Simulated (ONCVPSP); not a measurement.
# Potentials for tantalum (Ta) compared

Generated with ld1.x 7.5 (TM, RRKJ, ultrasoft, PAW), atompaw 4.2 or ONCVPSP 4.0.1. The cutoff is in Ry: for ld1.x and atompaw files where the sum of valence levels is converged to 10 mRy in a Bessel basis, for ONCV files where the hardest occupied wave has 1 mHa per electron of residual kinetic energy. The error is the largest all-electron minus pseudo excitation energy over each file’s own four to seven test configurations (ionisations up to +4, promotions, holes and added fractions of an electron), all of which were solved. The labels leave out finer settings (local radius, basis sizes, second energies), which also bear on the numbers. Spin-polarised tests are not counted. The rows are a selection from randomly drawn settings: files with unsolved tests, undetermined cutoffs or missed reference levels are left out.

A true bound ghost makes a file unfit for plane-wave use even where its test errors are small: the radial tests pick states by their node count and pass the ghost by.

| potential | cutoff (Ry) | largest error (meV) | bound ghosts |
| --- | --- | --- | --- |
| ONCV, PBE, scalar-relativistic, rc 1.70/1.75/2.50 (spd), local smoothed, core correction yes, reference 5s2 5p6 5d3 6s1.5, qcut 8/9.8/7.5, projectors 2/2/2 | 51 | -6.9 | none |
| ONCV, BLYP, fully relativistic, rc 1.75/1.95/1.80/0.60 (spdf), local smoothed, core correction yes, reference 4f14 5s2 5p6 5d3, qcut 7/5.9/5.3/26.5, projectors 2/2/2/2 | 660 | -1.4 | s, p3/2, d5/2, p1/2, d3/2, f5/2 |
| ONCV, PBE, scalar-relativistic, rc 2.00/2.15/2.25/0.85 (spdf), local smoothed, core correction no, reference 4f14 5s2 5p6 5d3 6s2, qcut 6.2/6.9/8.1/18.9, projectors 2/2/2/2 | 350 | -12 | s, p |
| ONCV, PBEsol, scalar-relativistic, rc 1.70/2.20/2.00 (spd), local smoothed, core correction no, reference 5s2 5p6 5d3 6s1 6p1, qcut 8.9/5.4/4.9, projectors 2/2/2 | 49 | -2.2 | none |

Q: Fill in the row for Ta: ONCV, PBE, scalar-relativistic, rc 2.00/1.85/1.95 (spd), local smoothed, core correction yes, reference 5s2 5p6 5d3 6s2, qcut 4.9/6.2/4.4, projectors 2/1/2.

A: cutoff 39 Ry, largest error -191 meV, bound ghosts: none.

Q: Fill in the row for Ta: ONCV, PBE, scalar-relativistic, rc 1.70/1.65/2.95 (spd), local smoothed, core correction yes, reference 5s2 5p6 5d3, qcut 6.7/10.2/5, projectors 1/1/2.

A: cutoff 58 Ry, largest error +1815 meV, bound ghosts: none.
